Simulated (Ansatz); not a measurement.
Computed with Ansatz.

CH$_{6}$BNO, SMILES `NCBO` at its PBE0-D4/def2-TZVP geometry, where that method's forces vanish. The species carries charge 0 and has multiplicity 1.

```csv
atom,x (Å),y (Å),z (Å)
N1,1.4217,0.4405,0.6884
C2,0.5039,-0.4241,-0.0430
B3,-0.9568,0.1384,-0.0951
O4,-1.9578,-0.6978,-0.4613
H5,1.3469,1.3965,0.3655
H6,2.3833,0.1553,0.5583
H7,0.8010,-0.6218,-1.0914
H8,0.4776,-1.4121,0.4324
H9,-1.2041,1.2947,0.1462
H10,-2.8155,-0.2696,-0.5000
```

**Question.** For each bond, give half the difference of the two atoms' forces along it (eV/Å; positive pushes the atoms apart) under PBE-D4, r2SCAN-D4, B3LYP-D4, ωB97M-V in def2-TZVPP. (An estimate is asked.)

**Answer.** The calculation gave: 
```csv
bond,length (Å),PBE-D4,r2SCAN-D4,B3LYP-D4,ωB97M-V
N1–C2,1.458,0.10,0.21,0.28,0.28
N1–H5,1.012,0.24,0.00,-0.04,-0.07
N1–H6,1.011,0.23,-0.01,-0.05,-0.08
C2–B3,1.566,-0.14,-0.08,-0.03,-0.01
C2–H7,1.107,0.14,-0.01,-0.08,-0.14
C2–H8,1.097,0.13,-0.03,-0.10,-0.12
B3–O4,1.355,0.31,0.18,0.14,0.18
B3–H9,1.207,-0.02,-0.07,-0.15,-0.17
O4–H10,0.959,0.37,-0.01,-0.02,-0.09
```

B3LYP here is the variant with VWN-RPA as its local correlation; programs differ in this.
